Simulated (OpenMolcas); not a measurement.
**Ni2+ in a point-charge field**

Ni2+ among 5 point charges of -1 e arranged as a trigonal bipyramid (D3h), 2.02 Å from the ion, with the axial distance 2.283 Å.

```
Program             : OpenMolcas
Method              : SS-CASPT2, IPEA 0.25 Eh, imaginary shift 0.1 Eh (closed shells correlated: 3s 3p)
Basis               : ANO-RCC-VDZP [5s4p2d1f]
Scalar Hamiltonian  : DKH2, point nucleus
Active space        : 8 electrons in 5 orbitals (3d)
State averaging     : 2S+1 = 3 even, 10 roots; 2S+1 = 1 even, 15 roots
Spin-orbit coupling : state interaction with AMFI integrals over the reference wave functions
```

The lowest spin-free states (labels of D3, the rotations of D3h), above the lowest:

| State | Degeneracy | E (cm-1) | Free-ion L (%) |
| --- | --- | --- | --- |
| 3E | 2 | 0 | F (100) |
| 3E | 2 | 340 | F (100) |
| 3A1 | 1 | 510 | F (100) |
| 3A2 | 1 | 510 | F (100) |
| 3A2 | 1 | 1440 | F (100) |
| 1A1 | 1 | 12690 | D (99) |
| 1E | 2 | 13130 | D (99) |
| 1E | 2 | 13540 | D (100) |
| 3A2 | 1 | 17260 | P (100) |
| 3E | 2 | 17270 | P (100) |
| 1A1 | 1 | 23120 | G (99) |
| 1A1 | 1 | 23490 | G (100) |
| 1A2 | 1 | 23490 | G (100) |
| 1E | 2 | 23560 | G (99) |
| 1E | 2 | 23590 | G (100) |
| 1E | 2 | 23680 | G (100) |
| 1A1 | 1 | 52580 | S (100) |

The lowest levels with spin-orbit coupling:

```csv
E (cm-1),Degeneracy,Label,2S+1,g
0,1,A2,3,
0,1,A1,3,
86,2,E,3,0.00 0.00 4.81
420,2,E,3,0.00 0.00 10.00
430,2,E,3,0.00 0.00 1.72
750,1,A1,3,
1560,2,E,3,0.00 0.00 4.82
1650,1,A2,3,
1720,1,A2,3,
1720,1,A1,3,
1900,2,E,3,0.00 0.00 1.14
2650,2,E,3,0.00 0.00 2.37
2910,2,E,3,0.00 0.00 3.14
3160,1,A1,3,
13540,1,A1,1,
13940,2,E,1,0.00 0.00 4.10
14300,2,E,1,0.00 0.00 2.07
18090,1,A1,3,
18130,2,E,3,0.00 0.00 5.88
18160,2,E,3,0.00 0.00 2.96
```

Electric-dipole absorption from the lowest level at this geometry, strongest bands:

```csv
E (cm-1),λ (nm),Label,f
1900,5280,E,1.73e-06
18570,539,E,2.25e-06
18830,531,A1,2.16e-06
```

Powder χT (cm3 K/mol): 1.9 at 2 K, 2.1 at 10 K, 2.85 at 50 K, 3.18 at 100 K, 3.49 at 200 K, 3.64 at 300 K. The effective moment at 300 K is 2.828 √(χT) = 5.40 μB.

The lowest level has 2S+1 = 3, for which the spin-only value is χT = S(S+1) / 2 = 1.000 cm3 K/mol (g = 2). The computed 3.643 at 300 K differs by +2.643, through orbital momentum, spin-orbit coupling and any other state in reach.

Roots that are degenerate in the reference are averaged as groups; the widest CASPT2 spread within a group is 72 cm-1 (the 2-fold group of multiplicity 3 near 0 cm-1 above the lowest state of its run). Shifts and gaps below about the spread of the groups concerned are not significant. An orbital doublet at a regular site is open to a Jahn-Teller distortion, which this geometry leaves out. The ground term spreads over less than 5000 cm-1, several times less than with real ligands, so orbital moments are less quenched and χT lies further from the spin-only value than at real sites. Free-ion shares, where given, are those of the reference states; single-state CASPT2 does not remix them. Point charges carry no covalency, so the field is a model and not that of real ligands. No measured value stands beside these numbers.

The CASPT2 steps took 2.3 s on 1 thread of Arm Neoverse V1, with other jobs on the host; the integral step is not counted.

With an even number of electrons the g values are those of a degenerate or nearly degenerate non-Kramers pair.
